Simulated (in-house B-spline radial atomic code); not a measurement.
Values are calculated unless marked as measured or tabulated.
**Weak and strong correlation along the adiabatic connection**

Two-electron singlets in several external potentials (atomic units), by full CI in B-splines with partial waves to l = 8 (correlation energies up to 0.6 % small). The repulsion is scaled by λ at fixed density; W(λ) is the mean repulsion less the Hartree energy, W(0) = E_x, and the area under W from 0 to 1 is E_xc.

Relative drop (W(λ) − E_x)/E_x:

```csv
system,λ = 0.12,λ = 0.25,λ = 0.4,λ = 0.6,λ = 0.8,λ = 1
"empty sphere, radius 1.81 bohr",0.0137,0.0276,0.0425,0.0606,0.0769,0.0918
"−Z exp(−kr)/r, Z = 7.41, k = 1.69",0.0027,0.0055,0.0088,0.0130,0.0171,0.0212
"empty sphere, radius 2.59 bohr",0.0198,0.0392,0.0594,0.0831,0.1036,0.1214
"ω²r²/2 − Z/r, ω = 0.213, Z = -1",0.0542,0.0997,0.1397,0.1788,0.2070,0.2281
"ω²r²/2 − Z/r, ω = 0.0661, Z = 0.5",0.0411,0.0769,0.1100,0.1446,0.1715,0.1930
"−Z exp(−kr)/r, Z = 3.02, k = 0.311",0.0068,0.0140,0.0219,0.0320,0.0416,0.0507
"−V exp(−r²/w²), V = 18.2, w = 2.37",0.0100,0.0202,0.0315,0.0454,0.0583,0.0703
```

Order the systems by how far second-order (GL2) theory, half the initial slope (estimated from the first points of each curve), overshoots the correlation energy, least first.
A. ω²r²/2 − Z/r, ω = 0.213, Z = -1
B. empty sphere, radius 1.81 bohr
C. −V exp(−r²/w²), V = 18.2, w = 2.37
D. −Z exp(−kr)/r, Z = 3.02, k = 0.311
E. empty sphere, radius 2.59 bohr
F. −Z exp(−kr)/r, Z = 7.41, k = 1.69
G. ω²r²/2 − Z/r, ω = 0.0661, Z = 0.5

F (GL2/E_c = 1.04), D (GL2/E_c = 1.09), C (GL2/E_c = 1.14), B (GL2/E_c = 1.18), E (GL2/E_c = 1.27), G (GL2/E_c = 1.61), A (GL2/E_c = 1.74).

What else changes along this order?

The ratio follows the bend of the curve. With it the leading natural occupation goes from 1.999 to 1.814 and −T_c/E_c from 0.97 to 0.56 between the first and the last.
